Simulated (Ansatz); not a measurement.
Geometry optimisation, DFT LDA, scalar-relativistic, plane waves, PAW (Ansatz 0.2.0).

input.yaml

```yaml
crystal:
  lattice:
    - [5.727565, 0.0, 0.0]
    - [2.863782, 4.960217, 0.0]
    - [0.0, 0.0, 19.014806]
  atoms:
    - { symbol: Al, position: [0.0, 0.0, 0.0525906] }
    - { symbol: Al, position: [0.5, 0.0, 0.0525906] }
    - { symbol: Al, position: [0.0, 0.5, 0.0525906] }
    - { symbol: Al, position: [0.5, 0.5, 0.0525906] }
    - { symbol: Al, position: [0.1666667, 0.1666667, 0.1755615] }
    - { symbol: Al, position: [0.6666667, 0.1666667, 0.1755615] }
    - { symbol: Al, position: [0.1666667, 0.6666667, 0.1755615] }
    - { symbol: Al, position: [0.6666667, 0.6666667, 0.1755615] }
    - { symbol: Al, position: [-0.1666667, 0.3333333, 0.2985325] }
    - { symbol: Al, position: [0.3333333, 0.3333333, 0.2985325] }
    - { symbol: Al, position: [-0.1666667, 0.8333333, 0.2985325] }
    - { symbol: Al, position: [0.3333333, 0.8333333, 0.2985325] }
    - { symbol: Al, position: [0.0, 0.0, 0.4215034] }
    - { symbol: Al, position: [0.5, 0.0, 0.4215034] }
    - { symbol: Al, position: [0.0, 0.5, 0.4215034] }
    - { symbol: Al, position: [0.5, 0.5, 0.4215034] }
    - { symbol: Si, position: [0.8393144, 0.3200325, 0.5140629] }
basis:
  ecutwfc: 420.0
kpoints:
  mp_grid: { grid: [4, 4, 1] }
hamiltonian:
  xc: lda
scf:
  occupations: { method: gaussian, width: 0.05 }
  lower_state_search: "off"
relax:
  f_tol: 0.03
  max_steps: 60
  adjacent_minimum: "off"
  constraints: [{ sites: [0, 1, 2, 3] }]
```

Command:

```bash
$ ansatz run input.yaml --threads 2 --pin off --max-ram 5120MiB --backend cpu --events-out ev --progress --plain --runs-dir out
```

Where does it end, and by what steps?

The forces met the threshold. Limits of this set-up: coarse k mesh, thin slab, slab without dipole correction. After 3 steps the energy has fallen by 0.335 eV; Si17 moved furthest, 0.38 Å.

```tsv
step	energy less start (eV)	largest force component (eV/Å)	accepted
0	0.0000	1.186	yes
1	-0.2858	0.240	yes
2	-0.3322	0.055	yes
3	-0.3350	0.023	yes
```

```xyz
17
Lattice="5.7276 0.0000 0.0000 2.8638 4.9602 0.0000 0.0000 0.0000 19.0148" Properties=species:S:1:pos:R:3
Al 0.000 0.000 1.000
Al 2.864 0.000 1.000
Al 1.432 2.480 1.000
Al 4.296 2.480 1.000
Al 1.412 0.836 3.262
Al 4.315 0.836 3.262
Al 2.864 3.306 3.287
Al 5.727 3.283 3.260
Al 0.000 1.651 5.507
Al 2.864 1.630 5.477
Al 1.414 4.139 5.473
Al 4.313 4.139 5.473
Al 0.000 -0.129 7.727
Al 2.864 0.002 7.742
Al 1.532 2.538 7.739
Al 4.195 2.538 7.738
Si 5.726 1.631 9.393
```

Whether the end is a true minimum wasn't checked by a vibrational analysis.

Run time: 14 s on 2 threads of Intel(R) Xeon(R) 6975P-C (Granite Rapids) (shared host), peak memory 0.7 GiB.
